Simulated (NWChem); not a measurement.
System: C3H2Cl2; SMILES C=C=C(Cl)Cl

The following NWChem deck was run.

```
start job
memory heap 200 mb stack 900 mb global 1100 mb
geometry units angstroms noautoz
  C      0.000000     0.000000     2.648199
  C      0.000000     0.000000     1.332321
  C      0.000000     0.000000     0.014311
  Cl     0.000000     1.472458    -0.919007
  Cl     0.000000    -1.472458    -0.919007
  H     -0.941791     0.000000     3.226977
  H      0.941791     0.000000     3.226977
end
basis spherical
  * library def2-svp
end
dft
  xc xpbe96 cpbe96
  iterations 150
  vectors input atomic output neutral.movecs
end
task dft energy
charge 1
dft
  odft
  mult 2
  vectors input atomic output cation.movecs
end
task dft energy
```

Geometry: optimised at PBE-D3(BJ)/def2-SVP.

Ions are spin-unrestricted doublets at the neutral geometry; other ion states weren't tried.

Predict the main results of this run. (PBE/def2-SVP, vertical spin-unrestricted ions.) Quantities: vertical ionisation energy, ΔSCF (eV); −ε(HOMO) (eV).

The vertical ionisation energy, ΔSCF (eV) is 9.04. The −ε(HOMO) (eV) comes out as 5.98.
